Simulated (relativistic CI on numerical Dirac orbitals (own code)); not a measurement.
## d8 in a ligand field

Computed with a parametric ligand-field model of a d^n configuration (Racah B and C, spin-orbit zeta, crystal field), exact diagonalisation.

Field parameters in Wybourne normalisation: Oh B⁴₀ = 21Dq, B⁴₄ = √(5/14) B⁴₀; Td as Oh with Dq negative (B⁴₀ = 21Dq, B⁴₄ = √(5/14) B⁴₀). The field is a parameter set, without covalency.

**Question.** Lowest levels for B = 900, C = 4050, ζ = 260 cm⁻¹, Oh, 10Dq = 29950 cm⁻¹?

**Answer.** T2 0 (S 1.00), E 15135 (S 0.00), A1 27607 (S 0.00), T1 29886 (S 1.00), E 29886 (S 1.00), T2 30019 (S 1.00), A2 30086 (S 1.00), T1 39491 (S 1.00), A1 39494 (S 1.00) cm⁻¹, with S from ⟨S²⟩ = S(S + 1). The ground level has 2.00 electrons in the cubic e pair.

**Question.** Lowest levels for B = 320, C = 1330, ζ = 530 cm⁻¹, Td, 10Dq = -4450 cm⁻¹?

**Answer.** A1 0 (S 1.00), T1 327 (S 1.00), E 874 (S 0.99), T2 1020 (S 0.99), T2 4362 (S 0.80), T1 4647 (S 1.00), E 4721 (S 0.97), A2 4999 (S 1.00), E 5609 (S 0.16) cm⁻¹, with S from ⟨S²⟩ = S(S + 1). The ground level has 3.93 electrons in the cubic e pair.

**Question.** Lowest levels for B = 870, C = 3340, ζ = 630 cm⁻¹, Oh, 10Dq = 15750 cm⁻¹?

**Answer.** T2 0 (S 1.00), E 13150 (S 0.14), T1 15608 (S 1.00), E 15751 (S 0.95), T2 15957 (S 1.00), A2 16128 (S 1.00), A1 22553 (S 0.69), T1 23479 (S 1.00), T2 23864 (S 1.00) cm⁻¹, with S from ⟨S²⟩ = S(S + 1). The ground level has 2.00 electrons in the cubic e pair.

**Question.** Lowest levels for B = 970, C = 4340, ζ = 500 cm⁻¹, Oh, 10Dq = 14500 cm⁻¹?

**Answer.** T2 0 (S 1.00), E 14179 (S 0.94), T1 14387 (S 1.00), T2 14662 (S 1.00), A2 14792 (S 1.00), E 16209 (S 0.16), A1 22066 (S 0.99), T1 22375 (S 1.00), T2 22788 (S 1.00) cm⁻¹, with S from ⟨S²⟩ = S(S + 1). The ground level has 2.00 electrons in the cubic e pair.

**Question.** Lowest levels for B = 480, C = 2310, ζ = 600 cm⁻¹, Td, 10Dq = -6450 cm⁻¹?

**Answer.** A1 0 (S 1.00), T1 379 (S 1.00), E 1051 (S 1.00), T2 1179 (S 1.00), T2 6403 (S 0.92), T1 6487 (S 1.00), E 6569 (S 0.99), A2 6896 (S 1.00), E 8763 (S 0.09) cm⁻¹, with S from ⟨S²⟩ = S(S + 1). The ground level has 3.93 electrons in the cubic e pair.
